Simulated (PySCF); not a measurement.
Cl$_{4}$Zr, triplet, at a GFN2-xTB geometry (such geometries of metal compounds can be far from the true shape) (the multiplicity is a formal guess) (all electrons, no relativity); SVWN5/3-21G run with PySCF.

Input for PySCF:
```python
from pyscf import gto, scf, dft

mol = gto.M(
    atom='''
Zr    0.000000   -0.000000   -0.000000
Cl    1.861245   -0.584673   -1.272201
Cl    0.668813    0.481947    2.178299
Cl   -1.019449    1.875283   -0.931992
Cl   -1.510609   -1.772557    0.025893
''',
    basis='3-21g',
    charge=0,
    spin=2,
    verbose=4,
)

mf = dft.UKS(mol)
mf.xc = 'lda,vwn'
mf.kernel()
```

Question: Predict the main parts of the log of this PySCF run.

Answer: 
```
PySCF version 2.14.0

[INPUT] verbose = 4
[INPUT] num. atoms = 5
[INPUT] num. electrons = 108
[INPUT] charge = 0
[INPUT] spin (= nelec alpha-beta = 2S) = 2
[INPUT] symmetry False subgroup None
[INPUT] Mole.unit = angstrom
[INPUT] Symbol           X                Y                Z      unit          X                Y                Z       unit  Magmom
[...]
nuclear repulsion = 859.257237713119
number of shells = 42
number of NR pGTOs = 189
number of NR cGTOs = 88
basis = 3-21g
ecp = {}

******** <class 'pyscf.dft.uks.UKS'> ********
method = UKS
initial guess = minao
damping factor = 0
level_shift factor = 0
DIIS = <class 'pyscf.scf.diis.CDIIS'>
diis_start_cycle = 1
diis_space = 8
diis_damp = 0
SCF conv_tol = 1e-09
SCF conv_tol_grad = None
SCF max_cycles = 50
direct_scf = True
direct_scf_tol = 1e-13
number electrons alpha = 55  beta = 53
XC library pyscf.dft.libxc version 7.1.2
    S. Lehtola, C. Steigemann, M. J. T. Oliveira, and M. A. L. Marques,  SoftwareX 7, 1–5 (2018)
XC functionals = lda,vwn
    P. A. M. Dirac,  Math. Proc. Cambridge Philos. Soc. 26, 376 (1930)
    F. Bloch,  Z. Phys. 57, 545 (1929)
    S. H. Vosko, L. Wilk, and M. Nusair,  Can. J. Phys. 58, 1200 (1980)
radial grids:
    Treutler-Ahlrichs [JCP 102, 346 (1995); DOI:10.1063/1.469408] (M4) radial grids

becke partition: Becke, JCP 88, 2547 (1988); DOI:10.1063/1.454033
pruning grids: <function nwchem_prune>
grids dens level: 3
symmetrized grids: False
atomic radii adjust function: <function treutler_atomic_radii_adjust>
small_rho_cutoff = 0
Set gradient conv threshold to 3.16228e-05
tot grids = 97912
init E= -5340.90945950774

cycle= 1 E= -5346.18430443463  delta_E= -5.27  |g|= 0.287  |ddm|=  2.2

cycle= 2 E= -5345.94348680988  delta_E= 0.241  |g|= 0.542  |ddm|= 1.92

cycle= 3 E= -5346.1859946749  delta_E= -0.243  |g|= 0.254  |ddm|=  1.5

cycle= 4 E= -5346.17142797827  delta_E= 0.0146  |g|= 0.271  |ddm|= 1.73

cycle= 5 E= -5346.20005850453  delta_E= -0.0286  |g|= 0.197  |ddm|= 1.09

cycle= 6 E= -5346.19772107521  delta_E= 0.00234  |g|= 0.203  |ddm|= 1.69

cycle= 7 E= -5346.2282465711  delta_E= -0.0305  |g|= 0.104  |ddm|= 1.09

cycle= 8 E= -5346.19247588259  delta_E= 0.0358  |g|= 0.215  |ddm|= 1.69

cycle= 9 E= -5346.22559548115  delta_E= -0.0331  |g|= 0.117  |ddm|= 0.446

cycle= 10 E= -5346.22399594692  delta_E= 0.0016  |g|= 0.121  |ddm|= 1.59

cycle= 11 E= -5346.22327793425  delta_E= 0.000718  |g|= 0.123  |ddm|= 1.64

[...]

cycle= 20 E= -5346.22343275233  delta_E= -0.00236  |g|= 0.122  |ddm|=  1.6

cycle= 21 E= -5346.22610829459  delta_E= -0.00268  |g|= 0.111  |ddm|= 1.65

cycle= 22 E= -5346.22527393228  delta_E= 0.000834  |g|= 0.117  |ddm|= 1.37

cycle= 23 E= -5346.22245055681  delta_E= 0.00282  |g|= 0.127  |ddm|= 1.15

cycle= 24 E= -5346.22073647861  delta_E= 0.00171  |g|= 0.134  |ddm|= 1.49

cycle= 25 E= -5346.22936098785  delta_E= -0.00862  |g|= 0.107  |ddm|= 1.01

cycle= 26 E= -5346.2278874208  delta_E= 0.00147  |g|= 0.107  |ddm|= 1.48

cycle= 27 E= -5346.22690943343  delta_E= 0.000978  |g|= 0.108  |ddm|=  1.5

cycle= 28 E= -5346.22878009356  delta_E= -0.00187  |g|= 0.108  |ddm|= 1.62

cycle= 29 E= -5346.22868605663  delta_E= 9.4e-05  |g|= 0.102  |ddm|= 1.03

cycle= 30 E= -5346.22602744363  delta_E= 0.00266  |g|= 0.113  |ddm|= 1.47

cycle= 31 E= -5346.22114545739  delta_E= 0.00488  |g|= 0.131  |ddm|= 1.22

cycle= 32 E= -5346.22658381323  delta_E= -0.00544  |g|= 0.108  |ddm|=  1.1

cycle= 33 E= -5346.24064042142  delta_E= -0.0141  |g|= 0.0572  |ddm|= 1.62

cycle= 34 E= -5346.22944109145  delta_E= 0.0112  |g|= 0.106  |ddm|= 1.02

cycle= 35 E= -5346.2254268485  delta_E= 0.00401  |g|= 0.115  |ddm|= 1.41

cycle= 36 E= -5346.22481865614  delta_E= 0.000608  |g|= 0.118  |ddm|=  1.6

cycle= 37 E= -5346.22844525989  delta_E= -0.00363  |g|= 0.108  |ddm|= 1.36

cycle= 38 E= -5346.22548541968  delta_E= 0.00296  |g|= 0.117  |ddm|= 1.07

cycle= 39 E= -5346.22530391833  delta_E= 0.000182  |g|= 0.114  |ddm|= 1.44

cycle= 40 E= -5346.22700142159  delta_E= -0.0017  |g|= 0.108  |ddm|= 1.53

cycle= 41 E= -5346.22106147046  delta_E= 0.00594  |g|= 0.132  |ddm|= 1.03

cycle= 42 E= -5346.22739889081  delta_E= -0.00634  |g|= 0.106  |ddm|= 0.275

cycle= 43 E= -5346.22720205872  delta_E= 0.000197  |g|= 0.108  |ddm|= 1.52

cycle= 44 E= -5346.23097521869  delta_E= -0.00377  |g|= 0.0994  |ddm|= 1.24

cycle= 45 E= -5346.22136603627  delta_E= 0.00961  |g|= 0.131  |ddm|= 1.37

cycle= 46 E= -5346.22536293749  delta_E= -0.004  |g|= 0.119  |ddm|= 0.806

cycle= 47 E= -5346.22935481809  delta_E= -0.00399  |g|= 0.0995  |ddm|= 1.43

cycle= 48 E= -5346.22629534883  delta_E= 0.00306  |g|= 0.113  |ddm|= 1.46

cycle= 49 E= -5346.2215362256  delta_E= 0.00476  |g|= 0.129  |ddm|= 1.59

cycle= 50 E= -5346.23018549324  delta_E= -0.00865  |g|= 0.103  |ddm|= 1.19
SCF not converged.
SCF energy = -5346.23018549324 after 50 cycles  <S^2> = 2.0008576  2S+1 = 3.0005717
```

Convergence was not reached.
